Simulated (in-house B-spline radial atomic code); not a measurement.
Results of a calculation; reference values are marked as such.
C6 from the polarisability at imaginary frequency: Lu3+

HSE06 linear response of the closed shell [Xe] 4f14, from a B-spline radial code for spherical atoms; scalar-relativistic (spin-free one-electron X2C), finite nucleus, no spin-orbit coupling; shells from n = 3 respond.

The dispersion coefficient of two like species is C6 = (3/π) ∫ α(iu)² du from 0 to ∞.

| u (hartree) | α(iu) (bohr³) |
| --- | --- |
| 0 | 4.433 |
| 0.24 | 4.217 |
| 0.56 | 3.635 |
| 0.96 | 2.925 |
| 1.6 | 2.048 |
| 2.4 | 1.376 |
| 3.6 | 0.8562 |
| 5.6 | 0.4829 |
| 8 | 0.2952 |
| 12 | 0.1638 |
| 20 | 0.07457 |
| 40 | 0.02387 |

(1) Fit one oscillator, α(iu) = α(0)/(1 + u²/ω²), through u = 1.6 and estimate C6.

(2) How does that compare with the full integral?

## Answers

(1) From α(0)/α(iu) − 1 = 4.433/2.048 − 1 = 1.1646, ω = u/√1.1646 = 1.4827 hartree (40.3 eV). London's formula gives C6 = (3/4) α(0)² ω = 0.75 × 4.433² × 1.4827 = 21.85 hartree·bohr⁶, and the oscillator holds f = α(0) ω² = 9.74 electrons, of a sum of oscillator strengths of 61.7.

(2) The program's quadrature over all excitations gives C6 = 21.95, so the single oscillator is off by -0.4 %. At the last point the fit gives α = 0.00608 against 0.0239: higher excitations, and deeper shells where there are any, keep the true curve higher at large u.
